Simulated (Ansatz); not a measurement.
(1) Predict a relaxed structure of Sn(OEt)H3 (C₂H₈OSn), charge 0, singlet, at PBE0-D4/def2-SVP (Ansatz).

Results:

(1) 
```xyz
12

C     0.3607   -0.2607   -0.6107
C    -0.2784   -0.3459   -1.9796
O    -0.5602    0.2977    0.2855
Sn   -0.1103    0.5358    2.2110
H     1.2888    0.3473   -0.6764
H     0.6809   -1.2765   -0.2925
H     0.4163   -0.7757   -2.7178
H    -1.1813   -0.9735   -1.9393
H    -0.5789    0.6559   -2.3214
H    -1.5159    1.2580    2.8508
H     1.2695    1.5510    2.3143
H     0.2087   -1.0135    2.8761
```
Point group Cs (tolerance 0.1 Å). This is one stationary point.

In the def2 sets Sn takes a core potential; there is no spin–orbit coupling. Another isomer (singlet) lies 0.16 eV lower at PBE0-D4/def2-TZVP; other spin states weren't run for this one.
